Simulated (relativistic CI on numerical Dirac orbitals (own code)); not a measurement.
How well does a small relativistic CI reproduce Cs?

Computed by Dirac-Coulomb-Breit CI, separate exchange-only KLI orbitals for each configuration, a model potential for QED, valence Slater integrals scaled by 0.85, P86 correlation energy added to each configuration (own radial code, finite nucleus).

Configurations in the expansion (outside the closed core [Xe]): 6s, 6p, 5d, 7s, 7p, 6d, 8s, 8p, 7d, 5f, 9s, 5g, 4f, 9p, 8d, 9d. Levels of other configurations are missing.

```tsv
Configuration	Term (tabulated)	J	Measured (cm⁻¹)	Computed	Error	Purity (%)
6s	2S	1/2	0.0	0	0	100
6p	2P°	1/2	11178.3	9982	-1197	100
6p	2P°	3/2	11732.3	10363	-1370	100
5d	2D	3/2	14499.3	14361	-138	100
5d	2D	5/2	14596.8	14286	-311	100
7s	2S	1/2	18535.5	17504	-1031	100
7p	2P°	1/2	21765.3	20795	-970	100
7p	2P°	3/2	21946.4	20919	-1027	100
6d	2D	3/2	22588.8	21824	-765	100
6d	2D	5/2	22631.7	21756	-876	100
```

Measured levels from NIST Handbook of Basic Atomic Spectroscopic Data (Sansonetti and Martin, J. Phys. Chem. Ref. Data 34, 1559 (2005)); pairs were made by configuration, J and term (by order where the table uses no LS term), so strongly mixed levels may be paired wrongly.

Mean error by configuration (cm⁻¹): 6p -1283; 5d -225; 7s -1031; 7p -999; 6d -820. Over the excited levels the mean absolute error is 854 cm⁻¹ (9 of the 9 excited levels that our extract of the source holds in range could be paired), and the median relative error of those above 1,000 cm⁻¹ is 4.5 %.

Transition probabilities of persistent lines. The last column rescales the computed rate by the cube of measured over computed energy:

```
λ measured (Å)     Lower      Upper  A tabulated (s⁻¹)  A computed  A rescaled
   4555.28 air  6s ²S1/2  7p ²P°3/2           1.88e+06    3.78e+06    4.37e+06
   4593.17 air  6s ²S1/2  7p ²P°1/2           8.00e+05    2.44e+06    2.80e+06
   8521.13 air  6s ²S1/2  6p ²P°3/2           3.28e+07    3.01e+07    4.37e+07
   8943.47 air  6s ²S1/2  6p ²P°1/2           2.87e+07    2.72e+07    3.82e+07
```
